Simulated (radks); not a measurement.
Values are calculated unless marked as measured or tabulated.
Ti2+, 20 electrons, occupied as [Ar] 3d2. Level of theory: non-relativistic Kohn-Sham, Slater X-alpha with alpha = 0.834, spin-polarised, spherical densities, point nucleus; open shells are filled with parallel spins first (a radial shooting solver on a logarithmic mesh with Libxc functionals).

Normalised radial functions P(r) = r R(r), r in bohr:

r,3s up,3d up
0.006908,0.1312,0.0000
0.008781,0.1598,0.0000
0.01125,0.1933,0.0001
0.01431,0.2286,0.0002
0.01833,0.2657,0.0004
0.0233,0.2982,0.0007
0.02986,0.3217,0.0015
0.03827,0.3253,0.0030
0.04865,0.2982,0.0057
0.06234,0.2260,0.0110
0.07925,0.1043,0.0203
0.1016,-0.0741,0.0371
0.1291,-0.2781,0.0645
0.1654,-0.4744,0.1100
0.212,-0.5823,0.1793
0.2695,-0.5267,0.2737
0.3454,-0.2589,0.3993
0.4391,0.1723,0.5393
0.5626,0.6668,0.6823
0.7153,1.0171,0.7902
0.9166,1.1062,0.8382
1.175,0.9168,0.8042
1.493,0.5977,0.6986
1.913,0.2924,0.5371
2.432,0.1077,0.3625
3.117,0.0261,0.2009
3.963,0.0042,0.0902
5.078,0.0003,0.0290

3s up: eigenvalue -81.088 eV, 2 radial nodes at r = 0.0923, 0.402 bohr, <r> = 1.00 bohr, 90 % of the charge inside 1.50 bohr. 3d up: eigenvalue -22.567 eV, 0 radial nodes, <r> = 1.34 bohr, 90 % of the charge inside 2.26 bohr.
